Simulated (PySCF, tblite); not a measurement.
Task: Write Cartesian coordinates for `CC1=PP=C(C)[P-]1` as optimised with GFN2-xTB. (Charge -1.)

Result: 
```xyz
13
C4H6P3 angstrom
C     -2.7320   -0.3309    0.0632
C     -1.3140    0.1820    0.1259
P     -1.0366    1.8330    0.5802
P      1.0525    1.8565    0.4647
C      1.3151    0.2110   -0.0173
C      2.7286   -0.2701   -0.2362
P     -0.0044   -0.9054   -0.2600
H     -3.4303    0.4620    0.3276
H     -2.9697   -0.6868   -0.9416
H     -2.8711   -1.1661    0.7531
H      2.9603   -1.1042    0.4297
H      2.8630   -0.6173   -1.2629
H      3.4343    0.5370   -0.0442
```

Any rigid rotation of these coordinates is as good. Atoms count from 1 in this order. C2 (substituted aromatic carbon) is planar (angles 122.1°, 119.0° and 118.9°, sum 360.0°, 0.00 Å off the plane of its three neighbours). The 5-membered ring C2–P3–P4–C5–P7 has internal angles of 97.9° to 122.1° (sum 540°, against 540° for a flat polygon); it is planar, 0.00 Å rms from its mean plane, widest ring torsion 0°. The 7 heavy atoms lie in one plane (0.001 Å rms).

Bonds between heavy atoms (Å): C1–C2 1.509, C2–P3 1.735, P3–P4 2.092, P4–C5 1.735, C5–C6 1.509, C5–P7 1.745, C2–P7 1.745.

Structure optimised with GFN2-xTB, isolated species.

Point group: C2v (every atom within 0.08 Å of its image). Its GFN2-xTB frequencies are all real (lowest 28 cm⁻¹).

The numbers are calculated, not measured.
